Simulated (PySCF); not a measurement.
ClCrO2, charge +1, multiplicity 1. Atoms are numbered in the order given.

```xyz
4

Cr     0.4259     0.2908     0.0000
O      1.0701    -0.3312     1.2333
O      1.0701    -0.3312    -1.2333
Cl    -1.6085    -0.0987     0.0000
```
Charge +1, spin multiplicity 1.

The structure is a stationary point at B3LYP-D3(BJ)/def2-SVP. The multiplicity is an assumed one; other spin states were not compared. The isomer is the one that the SMILES or the coordinates give; other isomers of the formula were not compared.

All values below come from PySCF with PBE0/pcSseg-2.

GIAO shieldings, no solvent; atoms alike by connectivity are averaged. δ = σ(ref) − σ: ¹⁷O against H2O (σ = 327.8 ppm); ³⁵Cl against HCl (σ = 943.3 ppm), references at their B3LYP-D3(BJ)/def2-TZVP geometries, non-relativistic (without spin–orbit terms, shifts of atoms bonded to Cl or Br come out too high).

```tsv
nucleus	atoms	count	δ (ppm)
¹⁷O	O2, O3	2	2100.6
³⁵Cl	Cl4	1	1823.0
```
